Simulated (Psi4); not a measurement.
Pair of molecules, SMILES Cl with SMILES C=C (the first has 2 atoms); geometry from B3LYP-D3(BJ)/def2-TZVP, rigid monomers moved along the line of their centres of mass till H2···C3 is 2.18 Å.
(charge 0, multiplicity 1):
```xyz
8

Cl     0.309    -0.481     0.004
H      0.193    -0.288     1.277
C     -0.572     0.328     3.222
C      0.584    -0.292     3.422
H     -1.513    -0.210     3.215
H     -0.624     1.398     3.059
H      1.524     0.247     3.432
H      0.635    -1.361     3.589
```

Computed with Psi4 with SAPT0/jun-cc-pV(D+d)Z.

**Question.** Which attractive term is largest, and how does the interaction split up?

**Answer.** electrostatics -375.7, exchange 674.6, induction -221.4, dispersion -147.9, total -70.4 meV; the largest attraction is electrostatics.
